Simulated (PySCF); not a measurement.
One conformer, rapidly exchanging positions averaged, non-relativistic Hamiltonian, no solvent model. GFN2-xTB structure; NMR shieldings at PBE0/pcSseg-1/GIAO; PySCF 2.14.0 with density-fitted response routines.

Chemical shifts δ = σref − σ; ¹H, ¹³C against TMS, all at this level. Shifts are as computed. Against solution values, carbons near 30 ppm lie about +3 ppm off and those near 130 ppm about +5 ppm (rms about the fit 2.1 ppm; single classes can miss by 10 ppm). Of 1328 compounds with measured shifts, 309 miss one by over three times the rms of a fit or turn the order of signals round; such compounds aren't used in these exercises. Signals without a measured value on file couldn't be tested in this way; 1H shifts scatter by 0.2 ppm about their fit, and single ones miss by 0.5 ppm. OH and NH positions are gas-phase values without hydrogen bonding to other molecules.

(1) Order these molecules by the shift of their most shielded carbon-bound hydrogen, lowest δ first.
A. C=C[C@](F)([SiH3])[SiH2]C#N
B. O=CCOCC(F)=C(F)F
C. N#Cc1cn[nH]c1
D. C[C@@H]1OC(=O)[C@H]1C(F)(F)F

(2) Order these molecules by the shift of their most deshielded carbon-bound hydrogen, lowest δ first.
A. O=CCOCC(F)=C(F)F
B. N#Cc1cn[nH]c1
C. C=C[C@](F)([SiH3])[SiH2]C#N
D. C[C@@H]1OC(=O)[C@H]1C(F)(F)F

(3) How many ¹³C and ¹H signals does each give (equivalence by symmetry and fast rotation, but not about amide C–N or C=N bonds)? `C=C[C@](F)([SiH3])[SiH2]C#N`, `N#Cc1cn[nH]c1`, `C[C@@H]1OC(=O)[C@H]1C(F)(F)F`, `O=CCOCC(F)=C(F)F`

Answers

(1) D (1.62 ppm, hydrogen on a methyl carbon), B (4.55 ppm, hydrogen on an sp3 CH2 bonded to O, α to a carbonyl), A (5.59 ppm, hydrogen on a terminal =CH2 carbon), C (7.80 ppm, hydrogen on an aromatic CH next to a ring nitrogen).

(2) D (4.68 ppm, hydrogen on an sp3 CH bonded to O), C (6.56 ppm, hydrogen on an alkene CH), B (7.97 ppm, hydrogen on an aromatic CH next to a ring nitrogen), A (9.83 ppm, hydrogen on an aldehyde carbonyl carbon).

(3) C=C[C@](F)([SiH3])[SiH2]C#N: 4 C, 6 H; N#Cc1cn[nH]c1: 4 C, 3 H; C[C@@H]1OC(=O)[C@H]1C(F)(F)F: 5 C, 3 H; O=CCOCC(F)=C(F)F: 5 C, 3 H.
